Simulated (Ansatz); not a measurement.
```xyz
14

B    -0.004   -0.666   -2.620
C     0.055   -0.572   -1.080
N    -0.954   -0.754   -0.275
C    -0.134   -0.437    0.906
Si   -0.725    1.122    1.793
C     1.092   -0.279   -0.026
H    -1.036   -0.975   -3.131
H     0.964   -0.437   -3.283
H    -0.101   -1.266    1.623
H    -2.082    0.921    2.360
H     0.230    1.437    2.890
H    -0.740    2.244    0.819
H     1.864   -1.042    0.093
H     1.571    0.703   -0.069
```

Charge 0, multiplicity 1.

List the r2SCAN/def2-TZVPP orbital energies in eV (Ansatz 0.2.0). (An estimate is asked.)

The calculation gave: Occupied: -1791.08, -385.84, -274.08, -273.95, -273.62, -180.52, -141.57, -96.43, -96.42, -96.42, -25.56, -18.79, -17.63, -14.53, -13.53, -12.51, -12.03, -11.34, -10.64, -9.29, -8.93, -8.81, -8.47, -7.88, -7.37, -6.47. Lowest empty: -3.32, 0.08, 0.16, 0.74, 0.93, 1.44, 1.81, 1.96.
